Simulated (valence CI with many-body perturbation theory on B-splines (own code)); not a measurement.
**E1 line list for Pr⁴⁶⁺**

Computed by valence CI with perturbative core correlation (CI+MBPT): three valence electrons over a frozen Dirac-Fock core [Ne], radial functions for each j: 11 s, 11 p, 10 d, 8 f, 5 g, 2 h, with the one-electron correlation potential Σ1, the two-electron term Σ2, the three-electron term Σ3, Breit, model QED; selected CI, second order for the rest, scaled by the run's own slope (own B-spline code, finite nucleus).

The last digits are not significant, and no measured levels were compared; by estimate large intervals hold to a few tenths of a per cent, small ones and those within an open d or f shell to about a per cent.

Lines 51 to 100 of 588 in falling wavelength, among levels below 138.20 Ry, chosen from the strongest by gf and those to the six lowest levels. Wavelengths and rates use the calculated energies. Electric multipoles are in the length gauge, E1 and E2 with the static RPA response of the core. Weak lines are less certain than strong ones. Lines between different terms over intervals too small for the method are left out, as are lines whose strength nearly cancels. The highest levels of a list are the least certain.

Levels are named by their leading jj configuration (3d3/2^4 stands for four electrons in 3d with j = 3/2), which in mixed levels can hold well under half, so a name can repeat and another be missing. Letters in brackets count levels of one name in rising energy.

```tsv
λ vac (Å)	Upper	Lower	A (s⁻¹)	S (a.u.) with core polarisation	S without
87.75	(3p1/2 3p3/2 3d3/2) J=3/2 [b]	(3s 3p3/2 3d3/2) J=5/2 [a]	2.05e+10	2.74e-02	2.79e-02
87.20	(3p1/2 3p3/2 3d3/2) J=5/2 [a]	(3p1/2 3p3/2^2) J=5/2	1.42e+10	2.78e-02	2.83e-02
85.95	(3p1/2^2 3d3/2) J=3/2	(3s 3p1/2 3d3/2) J=3/2 [a]	2.23e+10	2.79e-02	2.84e-02
84.18	(3p1/2^2 3p3/2) J=3/2	(3s 3p1/2 3p3/2) J=3/2 [a]	1.29e+10	1.52e-02	1.54e-02
83.55	(3s 3p1/2 3d3/2) J=3/2 [a]	(3s 3p1/2 3p3/2) J=5/2	1.04e+10	1.19e-02	1.22e-02
80.16	(3d3/2 3d5/2^2) J=7/2 [b]	(3p3/2 3d5/2^2) J=5/2	1.43e+10	2.90e-02	2.95e-02
80.05	(3d3/2^2 3d5/2) J=9/2	(3p3/2 3d3/2 3d5/2) J=7/2 [c]	1.37e+10	3.46e-02	3.52e-02
78.63	(3s 3p1/2 3d3/2) J=5/2	(3s 3p1/2 3p3/2) J=5/2	6.23e+09	8.97e-03	9.13e-03
76.87	(3s 3p1/2 3d3/2) J=3/2 [a]	(3s 3p1/2 3p3/2) J=3/2 [a]	9.15e+07	8.20e-05	8.28e-05
76.36	(3s 3p1/2 3d3/2) J=3/2 [b]	(3s 3p1/2 3p3/2) J=3/2 [b]	5.78e+09	5.08e-03	5.17e-03
75.34	(3d3/2 3d5/2^2) J=9/2	(3p3/2 3d5/2^2) J=7/2 [a]	1.40e+10	2.95e-02	3.00e-02
75.32	(3d3/2 3d5/2^2) J=7/2 [a]	(3p3/2 3d3/2 3d5/2) J=5/2 [d]	2.78e+10	4.69e-02	4.76e-02
74.92	(3p1/2 3d3/2 3d5/2) J=9/2	(3p1/2 3p3/2 3d5/2) J=9/2	2.66e+10	5.53e-02	5.63e-02
73.86	(3d5/2^3) J=9/2	(3p3/2 3d5/2^2) J=7/2 [b]	1.37e+11	2.72e-01	2.77e-01
73.31	(3d5/2^3) J=3/2	(3p3/2 3d5/2^2) J=3/2 [b]	7.75e+10	6.03e-02	6.13e-02
73.31	(3s 3d5/2^2) J=7/2	(3s 3p3/2 3d5/2) J=5/2 [b]	7.75e+10	1.21e-01	1.23e-01
73.25	(3d3/2 3d5/2^2) J=11/2	(3p3/2 3d5/2^2) J=9/2	8.12e+10	1.89e-01	1.92e-01
73.04	(3p3/2 3d5/2^2) J=7/2 [a]	(3p3/2^2 3d5/2) J=5/2 [a]	2.31e+10	3.56e-02	3.62e-02
72.99	(3s 3d5/2^2) J=5/2	(3s 3p3/2 3d5/2) J=3/2 [b]	2.11e+10	2.43e-02	2.47e-02
72.98	(3d3/2 3d5/2^2) J=3/2 [b]	(3p3/2 3d5/2^2) J=3/2 [a]	4.08e+10	3.13e-02	3.18e-02
72.86	(3s 3p1/2 3d5/2) J=5/2 [a]	(3s 3p1/2 3p3/2) J=3/2 [b]	1.02e+09	1.17e-03	1.19e-03
72.69	(3s 3p1/2 3d3/2) J=5/2	(3s 3p1/2 3p3/2) J=3/2 [a]	4.11e+08	4.67e-04	4.74e-04
71.17	(3d3/2 3d5/2^2) J=5/2 [a]	(3p3/2 3d3/2 3d5/2) J=3/2 [c]	6.44e+10	6.87e-02	6.99e-02
71.14	(3s 3d3/2 3d5/2) J=7/2 [b]	(3s 3p3/2 3d5/2) J=7/2 [a]	1.76e+10	2.51e-02	2.55e-02
70.58	(3d3/2 3d5/2^2) J=7/2 [b]	(3p3/2 3d3/2 3d5/2) J=5/2 [e]	4.18e+10	5.80e-02	5.90e-02
70.55	(3s 3d5/2^2) J=9/2	(3s 3p3/2 3d5/2) J=7/2 [b]	3.63e+10	6.29e-02	6.39e-02
70.48	(3p3/2 3d3/2 3d5/2) J=7/2 [b]	(3p3/2^2 3d3/2) J=7/2	2.19e+10	3.02e-02	3.07e-02
70.32	(3d5/2^3) J=5/2	(3p3/2 3d5/2^2) J=3/2 [b]	1.18e+11	1.21e-01	1.23e-01
70.04	(3s 3d3/2 3d5/2) J=7/2 [b]	(3s 3p3/2 3d3/2) J=5/2 [b]	5.28e+10	7.16e-02	7.28e-02
69.63	(3d3/2 3d5/2^2) J=5/2 [b]	(3p3/2 3d3/2 3d5/2) J=3/2 [c]	5.33e+10	5.33e-02	5.42e-02
69.49	(3d3/2 3d5/2^2) J=9/2	(3p3/2 3d3/2 3d5/2) J=7/2 [c]	1.03e+11	1.70e-01	1.73e-01
69.27	(3p1/2 3d5/2^2) J=7/2	(3p1/2 3p3/2 3d5/2) J=5/2 [b]	1.42e+11	1.87e-01	1.90e-01
69.22	(3d3/2 3d5/2^2) J=5/2 [a]	(3p3/2 3d3/2 3d5/2) J=5/2 [d]	2.43e+10	2.38e-02	2.42e-02
69.15	(3p1/2 3d5/2^2) J=3/2	(3p1/2 3p3/2 3d5/2) J=1/2	4.12e+10	2.69e-02	2.73e-02
68.98	(3d3/2 3d5/2^2) J=3/2 [a]	(3p3/2 3d3/2 3d5/2) J=3/2 [b]	3.38e+10	2.19e-02	2.23e-02
68.86	(3d3/2 3d5/2^2) J=11/2	(3p3/2 3d5/2^2) J=11/2	4.50e+10	8.70e-02	8.85e-02
68.49	(3d3/2 3d5/2^2) J=11/2	(3p3/2 3d3/2 3d5/2) J=9/2 [b]	9.54e+10	1.81e-01	1.84e-01
68.23	(3p3/2 3d5/2^2) J=7/2 [b]	(3p3/2^2 3d5/2) J=5/2 [b]	2.64e+11	3.32e-01	3.37e-01
68.22	(3d3/2^2 3d5/2) J=9/2	(3p3/2 3d3/2 3d5/2) J=9/2 [a]	2.42e+10	3.79e-02	3.86e-02
68.09	(3s 3p1/2 3d5/2) J=3/2	(3s 3p1/2 3p3/2) J=1/2	4.48e+10	2.79e-02	2.84e-02
67.98	(3d3/2 3d5/2^2) J=7/2 [b]	(3p3/2 3d5/2^2) J=7/2 [a]	4.28e+10	5.31e-02	5.40e-02
67.77	(3d3/2 3d5/2^2) J=5/2 [b]	(3p3/2 3d3/2 3d5/2) J=5/2 [d]	2.51e+10	2.31e-02	2.35e-02
67.59	(3p1/2 3d5/2^2) J=7/2	(3p1/2 3p3/2 3d5/2) J=7/2 [b]	1.87e+10	2.29e-02	2.33e-02
67.44	(3p3/2 3d5/2^2) J=5/2	(3p3/2^2 3d5/2) J=3/2	9.45e+10	8.59e-02	8.73e-02
67.35	(3p1/2 3d5/2^2) J=9/2	(3p1/2 3p3/2 3d5/2) J=7/2 [b]	8.51e+10	1.28e-01	1.30e-01
67.24	(3d3/2^2 3d5/2) J=5/2 [b]	(3p3/2 3d3/2 3d5/2) J=3/2 [a]	2.79e+10	2.51e-02	2.55e-02
67.24	(3p3/2 3d5/2^2) J=11/2	(3p3/2^2 3d5/2) J=9/2	1.12e+11	2.02e-01	2.05e-01
67.16	(3d3/2 3d5/2^2) J=7/2 [b]	(3p3/2 3d3/2 3d5/2) J=5/2 [d]	5.41e+10	6.47e-02	6.57e-02
67.10	(3p3/2 3d3/2 3d5/2) J=5/2 [d]	(3p3/2^2 3d3/2) J=3/2 [b]	2.47e+10	2.21e-02	2.25e-02
66.89	(3d3/2^2 3d5/2) J=5/2 [a]	(3p3/2 3d3/2^2) J=5/2	2.71e+10	2.40e-02	2.44e-02
```
